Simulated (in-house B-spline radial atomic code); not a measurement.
The outermost shell (largest non-relativistic mean radius) with and without relativity; Dirac values are averaged over j. Computed with a B-spline radial code for spherical atoms: non-relativistic Hartree-Fock and Dirac-Hartree-Fock, averages of the configuration (point nuclei without relativity, finite nuclei with it).

| ion | configuration | outermost shell | radius non-relativistic (bohr) | radius Dirac (bohr) | radius change (%) | level non-relativistic (eV) | level Dirac (eV) | spin-orbit splitting (eV) |
| --- | --- | --- | --- | --- | --- | --- | --- | --- |
| La4+ | [Kr] 4d10 5s2 5p5 | 5p | 1.7391 | 1.7164 | -1.3106 | -62.301 | -62.886 | 2.9559 |
| Ce4+ | [Kr] 4d10 5s2 5p6 | 5p | 1.6731 | 1.6505 | -1.3502 | -65.638 | -66.281 | 3.4141 |
| Pr4+ | [Xe] 4f1 | ? | ? | ? | ? | ? | ? | ? |
| Nd4+ | [Xe] 4f2 | 5p | 1.6142 | 1.5874 | -1.6601 | -68.064 | -68.988 | 3.9647 |
| Pm4+ | [Xe] 4f3 | 5p | 1.5873 | 1.5585 | -1.8098 | -69.223 | -70.287 | 4.2585 |
| Sm4+ | [Xe] 4f4 | 5p | 1.5618 | 1.5312 | -1.9583 | -70.352 | -71.56 | 4.5658 |
| Eu4+ | [Xe] 4f5 | 5p | 1.5375 | 1.5051 | -2.1067 | -71.456 | -72.811 | 4.8876 |
| Gd4+ | [Xe] 4f6 | 5p | 1.5144 | 1.4803 | -2.256 | -72.538 | -74.045 | 5.2247 |
| Tb4+ | [Xe] 4f7 | 5p | 1.4923 | 1.4564 | -2.4067 | -73.599 | -75.264 | 5.5779 |
| Dy4+ | [Xe] 4f8 | ? | ? | ? | ? | ? | ? | ? |
| Ho4+ | [Xe] 4f9 | 5p | 1.4509 | 1.4115 | -2.7142 | -75.672 | -77.672 | 6.3363 |
| Er4+ | [Xe] 4f10 | 5p | 1.4313 | 1.3902 | -2.8717 | -76.685 | -78.864 | 6.7434 |
| Tm4+ | [Xe] 4f11 | ? | ? | ? | ? | ? | ? | ? |
| Yb4+ | [Xe] 4f12 | 5p | 1.3944 | 1.3498 | -3.1958 | -78.674 | -81.235 | 7.6182 |
| Lu4+ | [Xe] 4f13 | 5p | 1.3769 | 1.3306 | -3.3628 | -79.651 | -82.418 | 8.088 |

(1) Fill in the row of Pr4+.

(2) Fill in the row of Dy4+.

(3) Fill in the row of Tm4+.

(4) Which member changes most?

## Answers

(1) outermost shell: 5p; radius non-relativistic (bohr): 1.6427; radius Dirac (bohr): 1.6179; radius change (%): -1.5077; level non-relativistic (eV): -66.871; level Dirac (eV): -67.655; spin-orbit splitting (eV): 3.6836.

(2) outermost shell: 5p; radius non-relativistic (bohr): 1.4712; radius Dirac (bohr): 1.4335; radius change (%): -2.5593; level non-relativistic (eV): -74.644; level Dirac (eV): -76.473; spin-orbit splitting (eV): 5.9481.

(3) outermost shell: 5p; radius non-relativistic (bohr): 1.4125; radius Dirac (bohr): 1.3697; radius change (%): -3.0322; level non-relativistic (eV): -77.686; level Dirac (eV): -80.051; spin-orbit splitting (eV): 7.1703.

(4) Lutetium (Lu4+): its 5p shell contracts by 3.4 %.
